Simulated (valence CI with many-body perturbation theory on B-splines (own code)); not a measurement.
**Assign the levels of Nb**

Calculated by relativistic CI+MBPT: five valence electrons over a frozen Dirac-Fock core [Kr], a basis of 9 s, 9 p, 9 d, 7 f, 4 g, 2 h functions for each j, with the one-electron correlation potential Σ1 (screened to all orders), the two-electron term Σ2, the three-electron term Σ3, Breit, model QED; selected single and double excitations, second order for the rest, scaled by the run's own slope (own B-spline code, finite nucleus).

Against 16 measured levels this calculation errs by 114 cm⁻¹ on average and by 317 at most. These come from a selection out of the NIST Handbook of Basic Atomic Spectroscopic Data. Levels without a partner in it may be off by more, other configurations by 1,000 to 4,000 cm⁻¹. Among the levels kept, up to 1200 cm⁻¹ of a level comes from second order outside the variational space, and about a tenth of that is noise between levels of different J, which matters for small intervals.

| No. | J | Parity | E (cm⁻¹) | g |
| --- | --- | --- | --- | --- |
| 1 | 1/2 | even | 0.0 | 3.330 |
| 2 | 3/2 | even | 149 | 1.866 |
| 3 | 5/2 | even | 376 | 1.656 |
| 4 | 7/2 | even | 679 | 1.585 |
| 5 | 3/2 | even | 853 | 0.403 |
| 6 | 9/2 | even | 1025 | 1.553 |
| 7 | 5/2 | even | 1284 | 1.031 |
| 8 | 7/2 | even | 1845 | 1.240 |
| 9 | 9/2 | even | 2488 | 1.335 |
| 13 | 1/2 | even | 8373 | 0.044 |
| 14 | 3/2 | even | 8638 | 1.202 |
| 15 | 7/2 | even | 8680 | 0.893 |
| 16 | 5/2 | even | 8957 | 1.366 |
| 18 | 7/2 | even | 9407 | 1.421 |

Energies count from the lowest level. Strongly mixed levels and levels close to another of their J and parity are left out, so the numbers can have gaps.

(1) Give configuration and LS term of each level.

Results:

(1) 1: 4d⁴5s ⁶D; 2: 4d⁴5s ⁶D; 3: 4d⁴5s ⁶D; 4: 4d⁴5s ⁶D; 5: 4d³5s² ⁴F; 6: 4d⁴5s ⁶D; 7: 4d³5s² ⁴F; 8: 4d³5s² ⁴F; 9: 4d³5s² ⁴F; 13: 4d⁴5s ⁴D; 14: 4d⁴5s ⁴D; 15: 4d³5s² ²G; 16: 4d⁴5s ⁴D; 18: 4d⁴5s ⁴D.
